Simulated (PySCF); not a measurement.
# What a mistake does to a calculation on AlBFH3N

All numbers below are calculated, not measured. They come from PySCF 2.14.0, an open-source quantum chemistry program, on an isolated molecule that a program drew, which may never have been made. The molecule is AlBFH3N (charge 0, doublet), drawn as the SMILES string `FB[NH][AlH]`.

Each row is a Hartree-Fock (HF) and frozen-core CCSD(T) single point in the cc-pV(D+d)Z basis, meant for a local HF minimum. Run 1 is clean. Each other run has one planted mistake out of seven kinds, and not every kind appears here: one electron removed, one electron added, multiplicity raised by two, geometry at a saddle point, minimal basis STO-3G, one bond length entered in bohr, all coordinates scaled. The reference is restricted for singlets and unrestricted otherwise, and also for a bond in bohr. Adding or removing an electron swaps singlet and doublet. Electrons count all cores. HOMO and LUMO are orbital energies over both spins, the gradient is its largest component, and the lowest frequency (negative if imaginary) is given only where the gradient is small. Bond lengths are over the 6 bonds as drawn. T1 is the CCSD diagnostic: over 0.02 (restricted) or 0.045 (unrestricted) a single reference is doubtful.

Geometry of the clean run:
```xyz
7
AlBFH3N, angstrom
F     0.0710    0.4253    2.4163
B     1.1211   -0.0706    1.7408
N     1.6535   -1.3236    2.0940
Al    3.0517   -2.1764    1.3265
H     1.5681    0.5905    0.8471
H     1.1714   -1.7581    2.8640
H     3.7647   -1.4355    0.1184
```

| run | electrons | basis functions | <S^2> | HOMO (eV) | LUMO (eV) | gradient (hartree/bohr) | lowest frequency (cm^-1) | mean bond (Å) | longest bond (Å) | T1 | HF (hartree) | CCSD(T) (hartree) | mistake |
|---|---|---|---|---|---|---|---|---|---|---|---|---|---|
| 1 | 37 | 80 | 0.754 | -8.56 | 1.00 | 2.9e-05 | 132 | 1.3917 | 1.809 | 0.0150 | -422.34919 | -422.87213 | no fault |
| 2 | 37 | 27 | 0.756 | -5.13 | 7.28 | 3.2e-02 | - | 1.3917 | 1.809 | 0.0172 | -416.98482 | -417.15006 | minimal basis STO-3G |
| 3 | 37 | 80 | 1.032 | -7.56 | 0.18 | 4.2e-02 | - | 1.6599 | 3.418 | 0.0523 | -422.22395 | -422.73235 | one bond length entered in bohr |
| 4 | 37 | 80 | 0.757 | -8.85 | 0.66 | 4.9e-02 | - | 1.4863 | 1.932 | 0.0174 | -422.32166 | -422.85522 | all coordinates scaled |
| 5 | 38 | 80 | 0.000 | -0.37 | 6.73 | 5.7e-02 | - | 1.3917 | 1.809 | 0.0154 | -422.33567 | -422.89162 | ? |
| 6 | 36 | 80 | 0.000 | -17.44 | -7.33 | 5.9e-02 | - | 1.3917 | 1.809 | 0.0177 | -422.05697 | -422.57971 | ? |

**Which mistake was planted in run 5, and what did it cost?**

It counts 38 electrons, one more than the clean run, at the same geometry and basis. So the mistake is: one electron added. Subtracting run 1 and multiplying by 627.51 kcal/mol a hartree, the energy moved by 8.5 kcal/mol in HF and -12.2 kcal/mol in CCSD(T).

**Which mistake was planted in run 6, and what did it cost?**

It counts 36 electrons, one fewer than the clean run, at the same geometry and basis. So the mistake is: one electron removed. Subtracting run 1 and multiplying by 627.51 kcal/mol a hartree, the energy moved by 183.4 kcal/mol in HF and 183.5 kcal/mol in CCSD(T).

Cautions from the logs. Run 3: T1 is over the limit, so its CCSD(T) energy is less reliable.
